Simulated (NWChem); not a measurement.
System: C2H6Cl2Si; SMILES C[Si](C)(Cl)Cl

Here is an NWChem input.

```
start job
memory heap 200 mb stack 900 mb global 1100 mb
geometry units angstroms noautosym nocenter noautoz
  C     -0.000922     1.563711    -1.360611
  Si     0.000000     0.000000    -0.355809
  C      0.000922    -1.563711    -1.360611
  Cl     1.674540     0.000918     0.868480
  Cl    -1.674540    -0.000918     0.868480
  H     -0.894803     1.606541    -2.002258
  H     -0.002665     2.445585    -0.703149
  H      0.894028     1.608771    -2.000602
  H      0.002665    -2.445585    -0.703149
  H     -0.894028    -1.608771    -2.000602
  H      0.894803    -1.606541    -2.002258
end
basis spherical
  * library aug-cc-pvdz
end
dft
  xc pbe0
  iterations 150
  semidirect filesize 400000000
end
property
  response 1 0.1139
end
task dft property
```

Output (shortened):

```
             Northwest Computational Chemistry Package (NWChem) 7.3.0
             --------------------------------------------------------

                             Geometry "geometry" -> ""
                             -------------------------

 Output coordinates in angstroms (scale by  1.889725989 to convert to a.u.)

  No.       Tag          Charge          X              Y              Z
 ---- ---------------- ---------- -------------- -------------- --------------
    1 C                    6.0000    -0.00092200     1.56371100    -1.36061100
    2 Si                  14.0000     0.00000000     0.00000000    -0.35580900
    3 C                    6.0000     0.00092200    -1.56371100    -1.36061100
    4 Cl                  17.0000     1.67454000     0.00091800     0.86848000
    5 Cl                  17.0000    -1.67454000    -0.00091800     0.86848000
    6 H                    1.0000    -0.89480300     1.60654100    -2.00225800
    7 H                    1.0000    -0.00266500     2.44558500    -0.70314900
    8 H                    1.0000     0.89402800     1.60877100    -2.00060200
    9 H                    1.0000     0.00266500    -2.44558500    -0.70314900
   10 H                    1.0000    -0.89402800    -1.60877100    -2.00060200
   11 H                    1.0000     0.89480300    -1.60654100    -2.00225800

 Effective nuclear repulsion energy (a.u.)     362.1938868738

                              NWChem Property Module
                              ----------------------

                                 NWChem DFT Module
                                 -----------------

 Summary of "ao basis" -> "ao basis" (spherical)
 ------------------------------------------------------------------------------
       Tag                 Description            Shells   Functions and Types
 ---------------- ------------------------------  ------  ---------------------
 C                        aug-cc-pvdz                9       23   4s3p2d
 Si                       aug-cc-pvdz               11       27   5s4p2d
 Cl                       aug-cc-pvdz               11       27   5s4p2d
 H                        aug-cc-pvdz                5        9   3s2p

            General Information
            -------------------
          SCF calculation type: DFT
          Wavefunction type:  closed shell.
          No. of atoms     :    11
          No. of electrons :    66
           Alpha electrons :    33
            Beta electrons :    33
          Charge           :     0
          Spin multiplicity:     1
          Use of symmetry is: off; symmetry adaption is: off
          Maximum number of iterations: 150
          AO basis - number of functions:   181
                     number of shells:    81
          Convergence on energy requested:  1.00D-06
          Convergence on density requested:  1.00D-05
          Convergence on gradient requested:  5.00D-04

              XC Information
              --------------
                         PBE0 Method XC Functional
                     Hartree-Fock (Exact) Exchange  0.250
          PerdewBurkeErnzerhof Exchange Functional  0.750
            Perdew 1991 LDA Correlation Functional  1.000 local
           PerdewBurkeErnz. Correlation Functional  1.000 non-local

             Grid Information
             ----------------
          Grid used for XC integration:  medium
          Radial quadrature: Mura-Knowles
          Angular quadrature: Lebedev.
          Tag              B.-S. Rad. Rad. Pts. Rad. Cut. Ang. Pts.
          ---              ---------- --------- --------- ---------
          C                   0.70       49          15.0       434
          Si                  1.10       88          13.0       590
          Cl                  1.00       88          15.0       590
          H                   0.35       45          16.0       434
          Grid pruning is: on
          Number of quadrature shells:   632
          Spatial weights used:  Erf1

      Superposition of Atomic Density Guess
      -------------------------------------

 Sum of atomic energies:       -1286.11826607

      Non-variational initial energy
      ------------------------------

 Total energy =   -1288.330793
 1-e energy   =   -2495.582139
 2-e energy   =     845.057459
 HOMO         =      -0.365815
 LUMO         =       0.014032

------------------------------------------------------------
EAF file 0: "./job.aoints.0" size=784334848 bytes
------------------------------------------------------------
               write      read    awrite     aread      wait
               -----      ----    ------     -----      ----
     calls:     1496         0         0         0         0
   data(b): 7.84e+08  0.00e+00  0.00e+00  0.00e+00
   time(s): 0.00e+00  0.00e+00  0.00e+00  0.00e+00  0.00e+00
rate(mb/s): 0.00e+00  0.00e+00
------------------------------------------------------------

[...]

 DFT Linear Response polarizability / au
 Frequency  =       0.1139000 / au
 Wavelength =     400.0294381 / nm
              X              Y              Z
 -----------------------------------------------
 X      85.7815627      0.0020623      0.0000004
 Y       0.0020623     80.0484949     -0.0000005
 Z       0.0000004     -0.0000005     81.8880812
 -----------------------------------------------
 Eigenvalues =      85.7815635     80.0484941     81.8880812
 Isotropic   =      82.5727129
 Anisotropic =       5.0700774
 -----------------------------------------------

 Magnetic Dipole Response Matrix (nonzero elements):
```

Level: PBE0/aug-cc-pVDZ. Coordinates come from a PBE0/def2-SVP optimisation.
